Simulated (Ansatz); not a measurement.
Energy profile

The step: BSiH₄SF ([F][B]([SiH3])[SH]) → SiH₄ + BSF; bonds formed: Si2–H4; bonds broken: B1–Si2, S3–H4 (atoms numbered as in the saddle structure below).

B1  (-0.855, 0.918, 0.071)
Si2  (0.662, -0.767, 0.152)
S3  (-1.260, 1.770, -1.350)
H4  (-0.179, 0.443, -0.977)
F5  (-1.205, 0.938, 1.351)
H6  (-0.152, -1.877, 0.702)
H7  (1.360, -1.193, -1.088)
H8  (1.629, -0.231, 1.139)
(Å)

Electronic energies by CCSD(T) at an estimated basis limit (MP2 extrapolated from triple and quadruple zeta, plus CCSD(T) − MP2 in triple zeta), on PBE0-D4/def2-TZVP structures; BSiH$_{4}$SF, closed shell; no counterpoise correction. Computed with Ansatz 0.2.0 (basis: def2-TZVPP and def2-QZVPP); correlated methods freeze the cores. Extrapolation: Hartree–Fock as exp(−7.88 √X), correlation as X^−2.97.

(1) Give the profile in kcal/mol, counted from the start structure. (Judge from chemistry; the value comes from the calculation.)

The T1 diagnostic stays at or below 0.019.

Results:

(1) Computed:
```tsv
point	kcal/mol
start structure	0.00
saddle	49.38
end structure	11.55
separated: BSF (linked as [F][B][S]; B1, S3, F5; singlet) + SiH$_{4}$ (Si2, H4, H6, H7, H8; singlet)	13.00
```

For scale, one of the runs: CCSD(T)/def2-TZVPP, 202 basis functions, launched by `ansatz run in.yaml --threads 4 --pin off --events-out ev --progress --plain --max-ram 9574MiB`. Time: 34 s of wall clock on 4 CPU threads of an Arm Neoverse V2; the host was shared. Peak host memory: 2.4 GiB.
